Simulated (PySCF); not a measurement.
Potential energy of KLi along the bond

Set-up: basis K x2c-SVPall, Li x2c-SVPall; spin-free X2C with a Gaussian nucleus; PySCF 2.14. Energies in eV from K + Li in their ground configurations at the same level. All curves are PBE0. state 1: ¹Σ⁺ (singlet), closed shell; state 2: ³Σ⁺ (triplet), unpaired electrons σ ↑↑, a second solution, started from another occupation; state 3: ³Π (triplet), unpaired electrons σ ↑, π ↑, a second solution, started from another occupation.

```csv
R (Å),state 1,state 2,state 3
2.943,-0.5169,0.4453,0.7673
3.080,-0.5877,0.3269,0.7412
3.217,-0.6303,0.2315,0.7372
3.319,-0.6466,0.1731,0.7462
3.422,-0.6518,0.1244,0.7639
3.525,-0.6474,0.0842,0.7889
3.662,-0.6293,0.0420,0.8312
3.833,-0.5913,0.0039,0.8950
4.038,-0.5298,-0.0251,0.9819
4.312,-0.4314,-0.0442,1.1048
```

**Question.** Put a parabola through the three lowest points of the state 1 curve and estimate Re, k and ωe (reduced mass 5.945 u; 1 eV/Å² = 0.16022 mdyn/Å; ωe = 1302.8·√(k/μ) cm⁻¹).

**Answer.** Through R = 3.319, 3.422, 3.525 Å the second-order coefficient is 0.452 eV/Å², so Re ≈ 3.426 Å, k ≈ 0.145 mdyn/Å and ωe ≈ 203 cm⁻¹. A polynomial fit of higher order to the unrounded PBE0 energies gives Re = 3.423 Å, k = 0.145 mdyn/Å, ωe = 203 cm⁻¹; anharmonicity and rounding make the difference.

The higher-order fit for each curve: state 1: Re = 3.423 Å, ωe = 203 cm⁻¹, De = 0.65 eV; state 2: Re = 4.602 Å, ωe = 66.5 cm⁻¹, minimum 0.049 eV below the ground-state fragments; state 3: Re = 3.175 Å, ωe = 217 cm⁻¹, minimum 0.74 eV above the ground-state fragments.

Closed-shell solutions of metal pairs were not tested for spin polarisation, which can lower them a little.
